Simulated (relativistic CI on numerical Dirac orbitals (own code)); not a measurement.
## What each ingredient does to the levels of Bi54+

Base calculation: Dirac-Coulomb-Breit CI, separate exchange-only KLI orbitals for each configuration, model QED (radiative potential, 1s self-energy scaled to tabulated hydrogen-like ionisation energies), unscaled Slater integrals.

Configurations in the expansion (outside the closed core [Ar]): 3d¹⁰4s, 3d¹⁰4p, 3d¹⁰4d, 3d¹⁰4f, 3d¹⁰5s, 3d¹⁰5p, 3d¹⁰5d, 3d¹⁰5f, 3d¹⁰5g, 3d⁹4p², 3d¹⁰6s, 3d¹⁰6p, 3d⁹4s², 3d⁸4s4p², 3d⁹4p4d, 3d¹⁰6d. Levels of other configurations are missing.

The lowest level and the first level of each name with at least 55 % of one term (blank where a level has no safe partner in the second run):

```
        Level  Base (eV)  Shift (eV)
 3d¹⁰4s ²S1/2       0.00        0.00
3d¹⁰4p ²P°1/2     120.81       +0.06
3d¹⁰4p ²P°3/2     306.89       +0.06
 3d¹⁰4d ²D3/2     487.72       +0.03
 3d¹⁰4d ²D5/2     526.93       +0.03
3d¹⁰4f ²F°5/2     718.58       -0.16
3d¹⁰4f ²F°7/2     729.49       -0.16
 3d¹⁰5s ²S1/2    1354.25       -0.21
3d¹⁰5p ²P°1/2    1413.25       -0.18
3d¹⁰5p ²P°3/2    1501.41       -0.18
 3d¹⁰5d ²D3/2    1588.30       -0.20
 3d¹⁰5d ²D5/2    1607.44       -0.20
3d¹⁰5f ²F°5/2    1692.93       -0.26
3d¹⁰5f ²F°7/2    1699.13       -0.26
```

At this charge energies of transitions that change n are usually good to better than 1 %, and those within a shell (Δn = 0) to a few per cent.

Problem. One thing was changed in a second run, which moved the levels as shown. Which?
A. QED terms removed
B. one mean potential for all configurations
C. configuration mixing switched off
D. non-relativistic limit
E. Breit term removed

Solution. B. One mean potential for all configurations. One potential for all configurations removes the relaxation of the orbitals, which moves whole configurations and changes the integrals a little.

LS names give the leading component of a level, which can be under half, so a name can repeat, a term be missing and a line seem to break the LS rules.
